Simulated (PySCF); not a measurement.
Isomers of C3H4O2. Isolated molecules, 0 K electronic values unless said otherwise. One relaxed conformer stands for each flexible species; it need not be the lowest. Strings in code marks are SMILES.

Calculation: PBE-D3(BJ)/def2-TZVP // B3LYP-D3(BJ)/def2-TZVP (PySCF). All candidates: neutral, multiplicity 1. Delta-SCF ions had no search for a lower state. Excitations are Tamm–Dancoff values on a coarser integration grid. The basis has no diffuse functions, so Rydberg states are missing or too high.

```
Item                                      Value
--------------------------------------  -------
vertical ionisation energy (Delta-SCF)  9.25 eV
HOMO–LUMO gap                           4.67 eV
S1 excitation (TDA)                     4.88 eV
```

Question: Name which member has these values.
A. `O=C[C@@H]1CO1` (O–C–C–O torsion 155°)
B. `C1=COCO1`
C. `OC1=COC1` (H–O–C–C torsion 0°)
D. `OC1(O)C=C1` (H–O–C–O torsion -53°, O–C–O–H torsion -53°)

Answer: D, `OC1(O)C=C1` (H–O–C–O torsion -53°, O–C–O–H torsion -53°). The others give `C1=COCO1`: 7.92 eV, 4.40 eV, 5.57 eV; `O=C[C@@H]1CO1` (O–C–C–O torsion 155°): 9.67 eV, 3.71 eV, 3.96 eV; `OC1=COC1` (H–O–C–C torsion 0°): 8.08 eV, 4.32 eV, 4.39 eV
